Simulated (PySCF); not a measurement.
## Exercise with solution: oscillator strength and radiative lifetime

Sn(H)(Br)(NH2)2 (BrH₅N₂Sn), SMILES [Br][SnH]([NH2])[NH2].

Geometry optimised at B3LYP-D3(BJ)/def2-SVP. The def2 effective core potentials stand for the cores of Sn; spin–orbit coupling is left out. Other conformers were not sampled.

TDDFT-M06-2X/def2-SVPD run with PySCF puts the first singlet state with f over 0.02 at 5.81 eV (vertical), with the transition dipole (0.705, -0.039, -0.013) in atomic units.

**Question.** Find the oscillator strength, the wavelength and the radiative lifetime that this transition would have in vacuum if emission retraced absorption.

**Answer.** 
|μ|² = 0.4987 au, so |μ| = 1.79 D. ΔE = 5.81/27.211 = 0.2135 hartree. f = (2/3) ΔE |μ|² = 0.071 (the program prints 0.071).
λ = 1239.84/5.81 = 213 nm; ν = 46861 cm⁻¹.
Einstein's coefficient A = 0.6670 ν² f s⁻¹ (ν in cm⁻¹) = 1.0e8 s⁻¹, so τ = 1/A = 9.6 ns. This state is S1. The figure is the radiative limit of this one transition; relaxation, internal conversion, crossing to triplets and a medium change what is measured.
